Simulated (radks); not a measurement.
Values are calculated unless marked as measured or tabulated.
Q: The technetium ion Tc17+, configuration [Ar] 3d8 (the NIST ground configuration). Level of theory: scalar-relativistic Kohn-Sham, PBEsol, spin-polarised, spherical densities, finite nucleus; open shells are filled with parallel spins first (spin-orbit coupling, left out, can overturn this in heavy ions); Fermi nuclear charge, rms radius 4.4112 fm (a radial shooting solver on a logarithmic mesh with Libxc functionals). Some entries of the table are withheld. Estimate them.

| orbital | occ. | eigenvalue (hartree) | <r> (bohr) | <1/r> (bohr^-1) |
|---|---|---|---|---|
| 1s up | 1 | -784.2559 | 0.03430 | 44.69 |
| 1s down | 1 | -784.2541 | 0.03430 | 44.69 |
| 2s up | 1 | -126.9307 | 0.1494 | 10.10 |
| 2s down | 1 | -126.7909 | 0.1493 | 10.10 |
| 2p up | 3 | -115.5204 | 0.1302 | 9.804 |
| 2p down | 3 | -115.4145 | 0.1301 | 9.811 |
| 3s up | 1 | -35.15840 | 0.4033 | 3.597 |
| 3s down | 1 | -34.98711 | 0.4040 | 3.589 |
| 3p up | 3 | -31.39920 | 0.4004 | 3.445 |
| 3p down | 3 | -31.22536 | 0.4012 | 3.437 |
| 3d up | 5 | -25.47191 | 0.3731 | (1) |
| 3d down | 3 | -25.27181 | 0.3743 | (2) |
| 4s up | 0 | -15.33786 | (3) | 1.646 |
| 4s down | 0 | -15.28344 | (4) | 1.641 |
| 4p up | 0 | -14.00526 | (5) | 1.569 |
| 4p down | 0 | -13.95265 | (6) | 1.564 |

A: 
(1) 3d up <1/r> (bohr^-1): 3.247
(2) 3d down <1/r> (bohr^-1): 3.239
(3) 4s up <r> (bohr): 0.8591
(4) 4s down <r> (bohr): 0.8612
(5) 4p up <r> (bohr): 0.8860
(6) 4p down <r> (bohr): 0.8885
